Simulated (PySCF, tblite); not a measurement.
Isomers of C7H15ClSi. Computed with GFN2-xTB (tblite): harmonic, unscaled wavenumbers at the GFN2-xTB geometry, gas phase. This tight-binding method is rough: wavenumbers can miss measured ones by several per cent, in bad cases by 10 to 20. Modes of hydrogen on silicon can be 10 to 20 % off. One conformer each.

Electronic energies: PBE0/pcSseg-1 single points on the GFN2-xTB geometries (PySCF, gas phase).

```
                    SMILES  electronic energy, lowest = 0 (kcal/mol)
C=C[SiH2][C@@](C)(Cl)C(C)C                                      43.6
     C=C(C)C[Si@@H](Cl)CCC                                       0.0
  C/C([SiH3])=C(/Cl)CC(C)C                                      42.9
```

Question: How do GFN2-xTB zero-point energies change the relative energies?

Answer: 
```tsv
SMILES	ZPE (kcal/mol)	of it from modes above 1550 cm⁻¹	electronic (kcal/mol)	with ZPE, lowest = 0 (kcal/mol)	lowest mode (cm⁻¹)	rings
C=C(C)C[Si@@H](Cl)CCC	125.6	66.0	0.0	0.0	16	0
C/C([SiH3])=C(/Cl)CC(C)C	122.8	63.8	42.9	40.1	38	0
C=C[SiH2][C@@](C)(Cl)C(C)C	123.7	65.2	43.6	41.6	42	0
```

The zero-point energies span 2.8 kcal/mol, from `C/C([SiH3])=C(/Cl)CC(C)C` to `C=C(C)C[Si@@H](Cl)CCC`. The order is unchanged.

Question: And how do the electronic energies of GFN2-xTB itself compare?

Answer: `C=C(C)C[Si@@H](Cl)CCC` 0.0; `C/C([SiH3])=C(/Cl)CC(C)C` 13.8; `C=C[SiH2][C@@](C)(Cl)C(C)C` 32.8 kcal/mol, lowest = 0. Against the energies above, taken from the same isomer `C=C(C)C[Si@@H](Cl)CCC`, the largest difference is 29.1 kcal/mol.
